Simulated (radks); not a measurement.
The numbers below are computed, except where a source is named.
Question: These are the eigenvalues of the occupied orbitals of an atom or ion with whole-number occupations (hartree). Code: a radial shooting solver on a logarithmic mesh with Libxc functionals. Model: scalar-relativistic Kohn-Sham, B86b exchange with PBE correlation, spin-unpolarised, spherical densities, finite nucleus; Fermi nuclear charge, rms radius of each element as measured or else 0.836 A^(1/3) + 0.57 fm.

orbital  eigenvalue
1s        -1425.216
2s        -227.7958
2p        -204.2844
3s        -49.57229
3p        -42.06305
3d        -31.27280
4s        -10.86121
4p         -8.41791
4d         -4.88056
5s         -2.42976
5p         -1.79145
6s         -0.82121

Which element is it, and in what charge state? The configuration may be excited.

Answer: Z = 57, lanthanum, charge +3: La3+ in [Kr] 4d10 5s2 5p5 6s1. The list shows which subshells hold electrons but not how many an open one holds; the 1s level, -1425.2 hartree, gives Z - s = 53.4 by -(Z - s)^2/2, which with screening and relativity narrows Z to a few neighbours, and the depths of the outer levels then fix element, charge and occupations together.
